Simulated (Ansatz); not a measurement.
This geometry of BrH + H4SSi (8 atoms, charge 0, multiplicity 1) is a first-order saddle point.

Theory: Ansatz 0.2.0, RKS PBE0-D4/def2-SVP.

```xyz
8
Properties=species:S:1:pos:R:3
Si -0.556 -0.697 -0.237
S 1.554 0.251 0.560
H -0.273 -1.149 -1.621
H -0.206 -1.874 0.641
H -1.955 -0.415 0.187
H 1.072 1.394 -0.150
Br -0.666 1.820 -1.114
H 1.029 0.671 1.734
```

Problem. Which two structures does it join? (They come from a converged band through this point; their orientation in space is the band's.)

Solution. Bonds broken: Si1–S2, H6–Br7. Bonds formed: Si1–Br7, S2–H6. BrH + H4SSi becomes BrH3Si + H2S.

First end point:

```xyz
8
Properties=species:S:1:pos:R:3
Si -0.329 -1.098 -0.003
S 1.421 0.063 0.524
H -0.121 -1.451 -1.434
H -0.404 -2.333 0.833
H -1.568 -0.288 0.176
H 0.443 1.899 -0.576
Br -0.426 2.816 -1.280
H 0.983 0.392 1.760
```

Last end point:

```xyz
8
Properties=species:S:1:pos:R:3
Si -1.100 -0.690 -0.435
S 2.285 0.432 0.563
H -0.048 -1.160 -1.373
H -0.785 -1.041 0.975
H -2.423 -1.259 -0.817
H 1.624 1.429 -0.063
Br -1.285 1.535 -0.603
H 1.732 0.752 1.753
```

Problem. How far does it lie above each of them?

Solution. 1.16 eV above the first and 1.40 eV above the second. This is the barrier of this one path; another mechanism may lie lower. The orbitals stay closed-shell, which can raise the energy where a bond breaks towards radicals; this wasn't checked here.

Run time: 110 s on 2 threads of Intel(R) Xeon(R) 6975P-C (Granite Rapids), with other jobs on the host, peak memory 0.23 GiB.
